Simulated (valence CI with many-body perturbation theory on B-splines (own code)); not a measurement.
**Pb⁷⁷⁺: fill in the table**

Calculated by configuration interaction combined with many-body perturbation theory (CI+MBPT): three valence electrons over a frozen Dirac-Fock core [He], a basis of 11 s, 11 p, 10 d, 8 f, 5 g, 2 h functions for each j, with the one-electron correlation potential Σ1 (screened to all orders), the two-electron term Σ2, the three-electron term Σ3, Breit, model QED; selected single and double excitations, second order for the rest, scaled by the run's own slope (own B-spline code, finite nucleus).

No measured spectrum was set against this ion. As an estimate, large intervals hold to a few tenths of a per cent, small ones and those within an open d or f shell to about a per cent.

```
                     Level   E (eV)
        (2s^2 2p1/2) J=1/2      0.0
        (2s 2p1/2^2) J=1/2    326.3
        (2s^2 2p3/2) J=3/2        ?
(2s 2p1/2 2p3/2) J=3/2 [a]   2584.8
    (2s 2p1/2 2p3/2) J=5/2        ?
    (2s 2p1/2 2p3/2) J=1/2   2713.0
(2s 2p1/2 2p3/2) J=3/2 [b]   2714.5
     (2p1/2^2 2p3/2) J=3/2        ?
        (2s 2p3/2^2) J=5/2   4955.9
        (2s 2p3/2^2) J=1/2   5082.1
        (2s 2p3/2^2) J=3/2        ?
     (2p1/2 2p3/2^2) J=3/2   5345.7
     (2p1/2 2p3/2^2) J=5/2        ?
     (2p1/2 2p3/2^2) J=1/2   5435.9
           (2p3/2^3) J=3/2   7748.3
           (2s^2 3s) J=1/2  13569.0
        (2s^2 3p1/2) J=1/2        ?
   (2s 2p1/2 3s) J=1/2 [a]  13787.9
       (2s 2p1/2 3s) J=3/2  13819.0
   (2s 2p1/2 3s) J=1/2 [b]  13856.1
```

Levels are named by their leading jj configuration (3d3/2^4 stands for four electrons in 3d with j = 3/2), which in mixed levels can hold well under half, so a name can repeat and another be missing. Letters in brackets count levels of one name in rising energy.

Q: The levels stand in rising order. What does the calculation give for the missing energies?

A: (2s^2 2p3/2) J=3/2 2353.4; (2s 2p1/2 2p3/2) J=5/2 2627.4; (2p1/2^2 2p3/2) J=3/2 3050.4; (2s 2p3/2^2) J=3/2 5082.7; (2p1/2 2p3/2^2) J=5/2 5368.0; (2s^2 3p1/2) J=1/2 13675.2.
